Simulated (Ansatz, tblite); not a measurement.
Cost and result up the ladder for (H2Al-mu-PSiH3)2 (Al2Si4P2H16) (24 atoms). Charge 0, multiplicity 1. Geometry: PBE0-D4/def2-SVP.

```xyz
24

Al   -0.002    1.703   -0.440
H     0.672    2.733    0.573
H    -0.677    2.112   -1.825
P    -1.473    0.182    0.783
Si   -1.781    0.775    2.925
Si   -3.485   -0.059   -0.180
Al    0.014   -1.734    0.472
H     0.694   -2.118    1.861
H    -0.655   -2.780   -0.527
P     1.475   -0.216   -0.768
Si    3.500    0.060    0.157
Si    1.756   -0.765   -2.925
H    -2.573   -0.273    3.633
H    -2.509    2.078    2.986
H    -0.429    0.908    3.537
H    -4.222    1.240   -0.137
H    -4.273   -1.105    0.537
H    -3.241   -0.469   -1.593
H     3.280    0.434    1.583
H     4.279   -1.210    0.068
H     4.234    1.147   -0.557
H     2.490    0.329   -3.627
H     2.531   -2.037   -3.031
H     0.395   -0.935   -3.508
```

Ansatz on 4 threads of AMD EPYC 9R45 on a shared host; xTB runs through tblite on one thread. Times are rough, summed over both states, and most runs start from the orbitals of an earlier one. PBE0-D4/def2-TZVP serves as the yardstick here, not as an exact answer. The other state is a doublet.

The xTB rows come from tblite.

Raw xTB energies of ions are shifted by several eV.

```tsv
level	functions	wall time	vertical IE (eV)	difference from PBE0-D4/def2-TZVP (eV)
GFN2-xTB	88	0.046 s	11.96	3.28
GFN1-xTB	104	0.058 s	12.63	3.96
PBE-D4/def2-TZVP	392	8.3 s	8.29	-0.38
PBE0-D4/def2-TZVP	392	20 s	8.67	0.00
```
